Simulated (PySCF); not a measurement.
State search for SrH⁺

Unrestricted PBE0; Sr def2-SVPD with ECP28, H def2-SVPD; scalar-relativistic core potentials (PySCF 2.14). Outer shells of the fragments: Sr+ 5s1; H 1s1.

Followed along the bond (rough minima from three points):

```csv
2Ms+1,unpaired,⟨S²⟩ at the start,R at minimum (Å),Te (eV)
1,none,0.00,2.04,0.00
3,σ ↑↑,2.00,none in the scan,≤ 2.45
```

Solutions found at the starting distance of 2.130 Å, counted from the lowest of them; the search is not exhaustive and high or unbound solutions are not listed, so other states can lie among these:

```json
{"2Ms+1": "1", "unpaired": "none", "term": "¹Σ⁺", "E (eV)": "0.00", "⟨S²⟩": "0.00", "⟨Lz²⟩": "0.00", "μ (D)": "-5.10"}
{"2Ms+1": "3", "unpaired": "σ ↑↑", "term": "³Σ⁺", "E (eV)": "2.64", "⟨S²⟩": "2.00", "⟨Lz²⟩": "0.00", "μ (D)": "1.27"}
{"2Ms+1": "3", "unpaired": "σ ↑, π ↑", "term": "³Π", "E (eV)": "3.62", "⟨S²⟩": "2.00", "⟨Lz²⟩": "1.00", "μ (D)": "-0.87"}
{"2Ms+1": "1", "unpaired": "σ ↑, π ↓", "term": "mixed", "E (eV)": "3.80", "⟨S²⟩": "1.00", "⟨Lz²⟩": "1.00", "μ (D)": "-0.41"}
{"2Ms+1": "3", "unpaired": "σ ↑, δ ↑", "term": "³Δ", "E (eV)": "3.95", "⟨S²⟩": "2.00", "⟨Lz²⟩": "4.00", "μ (D)": "0.42"}
{"2Ms+1": "1", "unpaired": "σ ↑, δ ↓", "term": "mixed", "E (eV)": "3.96", "⟨S²⟩": "1.00", "⟨Lz²⟩": "4.00", "μ (D)": "0.41"}
```

A term symbol is given only where ⟨S²⟩ and ⟨Lz²⟩ are close to those of a pure state; real π, δ and φ orbitals otherwise mix terms. A positive dipole points towards H; it is taken about the centre of mass and depends on that origin.

Counting both spins, an empty level lies below a filled one in some of these solutions, because spin and occupation are held.
